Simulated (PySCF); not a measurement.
**Ionisation energy of I(45+) by level of theory**

I(45+) [He] 2s2 2p4 (3P) → I(46+) [He] 2s2 2p3 (4S), as a difference of total energies. Computed with PySCF 2.14 in an uncontracted even-tempered set (17 s from 20 bohr⁻², ratio 2.5; 11 p from 26 bohr⁻², ratio 2.5; 5 d from 110 bohr⁻², ratio 2.7; 4 f from 160 bohr⁻², ratio 2.7), with the spin-free X2C one-electron Hamiltonian (Gaussian nucleus). Correlated levels: nothing frozen; virtual orbitals above 40 to 60 times the deepest correlated orbital energy dropped. The calculations carry no spin-orbit coupling.

```csv
method,ionisation energy (eV)
UHF,7886.2
LDA,7881.6
PBE,7888.9
PBE0,7888.7
r2SCAN,7890.6
r2SCAN0,7890.0
r2SCANh,7890.3
MP2 (all electrons),7887.7
SCS-MP2 (all electrons),7887.8
```

Spin-orbit coupling is strong in these open shells (close to jj coupling). The scalar numbers leave it out and a first-order estimate fails, so it can dominate the gap to the real levels.

For this ion Breit and QED terms and the two-electron picture change, all absent here, outweigh the differences among the correlated methods.

For comparison: 7811 ± 4 eV (theoretical estimate listed by NIST; NIST Atomic Spectra Database, ionization energies).
